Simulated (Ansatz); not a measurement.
Relaxation of AlBrCl₂H₂O (7 atoms, charge 0, multiplicity 1), to a largest force component of 0.03 eV/Å in at most 50 steps.

These are results of RKS PBE/def2-SVP in Ansatz 0.2.0, not measurements.

```xyz
7
Properties=species:S:1:pos:R:3:forces:R:3
Al -0.050 0.560 -0.461 -0.04 0.96 0.62
Cl -0.148 -0.132 2.889 0.03 0.91 -0.38
O 1.516 -0.024 -0.792 0.00 0.00 0.00
H 1.679 -0.918 -1.134 0.00 0.00 0.00
Cl -1.829 -0.398 -1.034 0.00 0.00 0.00
Br -0.138 2.768 0.405 0.04 -1.03 -0.35
H -0.111 1.188 2.654 -0.03 -0.83 0.11
```

Question: Where does it end, and by what steps?

Answer: It converged. After 7 steps the energy has fallen by 0.253 eV; Cl2 moved furthest, 0.52 Å. Joined: Al1–Cl2 (3.42 → 2.56 Å).

```tsv
step	energy less start (eV)	largest force component (eV/Å)	accepted
0	0.0000	1.034	yes
1	-0.1343	0.504	yes
2	-0.2082	0.428	yes
3	-0.2281	0.373	yes
4	-0.2382	0.500	yes
5	-0.2489	0.160	yes
6	-0.2525	0.058	yes
7	-0.2529	0.023	yes
```

```xyz
7
Properties=species:S:1:pos:R:3
Al -0.047 0.491 -0.116
Cl -0.129 -0.115 2.371
O 1.506 -0.022 -0.621
H 1.647 -0.858 -1.094
Cl -1.827 -0.394 -0.837
Br -0.110 2.718 0.525
H -0.121 1.224 2.298
```

Whether the end is a true minimum wasn't checked by a vibrational analysis.

Run time: 8.1 s on 2 threads of AMD EPYC 9R45 96-Core Processor (Zen 5), on a shared host, peak memory 0.18 GiB.
